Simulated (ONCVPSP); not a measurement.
## Which change was made? (Gd, ONCV)

ONCVPSP 4.0.1 input, shortened (lines: element, Z, core and valence counts, functional; n l f; lmax; l rc ep ncon nbas qcut; lloc lpopt rc5 dvloc0; l nproj debl; icmod fcfact rcfact), PBEsol, scalar-relativistic:

```
  Gd 64.00    9    5  -116133      upf
    1    0    2.00
    2    0    2.00
    2    1    6.00
    3    0    2.00
    3    1    6.00
    3    2   10.00
    4    0    2.00
    4    1    6.00
    4    2   10.00
    4    3    7.00
    5    0    2.00
    5    1    6.00
    5    2    1.00
    6    0    2.00
    3
    0    1.95    0.00    3    6    5.00
    1    1.70    0.00    4    8    4.40
    2    2.15    0.00    3    8    3.90
    3    1.45    0.00    4    9   11.10
    4    5    1.20    4.00
    0    2    3.20
    1    2    3.30
    2    2    3.30
    3    2    2.30
    3    5.50    1.00
```

Cutoffs, loose and tight: the cutoffs (Ha) at which the residual kinetic energy of the hardest occupied pseudo-wave falls to 1 and 0.1 mHa per electron. They do not see the model core or the augmentation charge, which bear on the density cutoff. Test errors are all-electron minus pseudo excitation energies from the reference, over the configurations 4f7 5s2 5p6 5d1 6s1; 4f7 5s2 5p6 5d1 6s0; 4f7 5s2 5p6 5d0 6s0; 4f7 5s2 5p6 5d1 6s1 6p1; variants that change the core or the reference have their own tests. The largest error is taken over the tests solved by every variant that gives reliable tests at all, those not shown here included: 4f7 5s2 5p6 5d1 6s0; 4f7 5s2 5p6 5d1 6s1; 4f7 5s2 5p6 5d1 6s1 6p1.

The base gives: outcome: generated; cutoff, loose: 56 Ha; cutoff, tight: 70 Ha; bound ghosts: none; GHOST(+) flags above zero: s; largest test error (meV): -7.3.

Task: After one change the result is: outcome: generated; cutoff, loose: 46 Ha; cutoff, tight: 51 Ha; bound ghosts: none; GHOST(+) flags above zero: none; largest test error (meV): -11. Which change was it?
A. all radii but the core radius scaled by about 1.27 (s 2.46, p 2.16, d 2.72, f 1.84 bohr); local potential polynomial inside 1.52 bohr (lpopt 5, dvloc0 4 Ha)
B. all radii but the core radius scaled by about 1.08 (s 2.10, p 1.84, d 2.32, f 1.56 bohr); local potential polynomial inside 1.30 bohr (lpopt 5, dvloc0 4 Ha)
C. all radii but the core radius scaled by about 0.76 (s 1.48, p 1.30, d 1.64, f 1.10 bohr); local potential polynomial inside 0.92 bohr (lpopt 5, dvloc0 4 Ha)

Result: A. The others give: all radii but the core radius scaled by about 1.08 (s 2.10, p 1.84, d 2.32, f 1.56 bohr); local potential polynomial inside 1.30 bohr (lpopt 5, dvloc0 4 Ha) → outcome: generated; cutoff, loose: 53 Ha; cutoff, tight: 57 Ha; bound ghosts: d; GHOST(+) flags above zero: s; largest test error (meV): -7.9 | all radii but the core radius scaled by about 0.76 (s 1.48, p 1.30, d 1.64, f 1.10 bohr); local potential polynomial inside 0.92 bohr (lpopt 5, dvloc0 4 Ha) → outcome: generated; cutoff, loose: 281 Ha; cutoff, tight: 360 Ha; bound ghosts: s; GHOST(+) flags above zero: p, d; largest test error (meV): -5.1.
